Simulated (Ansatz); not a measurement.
Species: SnF3, charge -1, multiplicity 1. 
Coordinates optimised at B3LYP-D3(BJ)/def2-TZVP (Ansatz, a first-principles code):
```xyz
4

Sn     0.0006     0.0008     0.3683
F      1.4772    -0.8840    -0.6826
F      0.0238     1.7199    -0.6861
F     -1.5045    -0.8407    -0.6776
```
Charge -1, spin multiplicity 1.

Total electronic energies in hartree. Valence correlation only, unless marked. Spin-orbit coupling is left out. The frozen core is the preceding noble-gas configuration, with the filled d and f shells of earlier blocks. Past Kr the def2 sets carry scalar-relativistic core potentials. CBS marks a two-point X^-3 extrapolation of the correlation energy; Hartree-Fock from the larger set. [CCSD(T)-MP2]/basis is that difference in the basis named.

| level | program | energy (Eh) |
|---|---|---|
| PBE-D3(BJ)/def2-TZVPD | Ansatz + dftd3 | -513.91608 |
| PBE-D4/def2-TZVPD | Ansatz + dftd4 | -513.91718 |
| revPBE/def2-TZVPD | Ansatz | (withheld) |
| r2SCAN0-D4/def2-TZVPD | Ansatz + dftd4 | -514.07376 |
| CAM-B3LYP-D3(BJ)/def2-TZVPD | Ansatz + dftd3 | (withheld) |
| B2GP-PLYP-D4/def2-TZVPD | Ansatz + dftd4 | -513.64682 |
| B2PLYP/def2-TZVPD | Ansatz | (withheld) |
| RI-MP2/def2-TZVPPD | Ansatz | -512.87333 |
| RI-MP2/CBS(def2-TZVPPD,def2-QZVPPD)+[CCSD(T)-MP2]/def2-TZVPPD | Ansatz | -513.0481 |

Problem. Fill in the missing entries.

Solution. 
- revPBE/def2-TZVPD, energy (Eh): -514.13613
- CAM-B3LYP-D3(BJ)/def2-TZVPD, energy (Eh): -514.11989
- B2PLYP/def2-TZVPD, energy (Eh): -513.76722
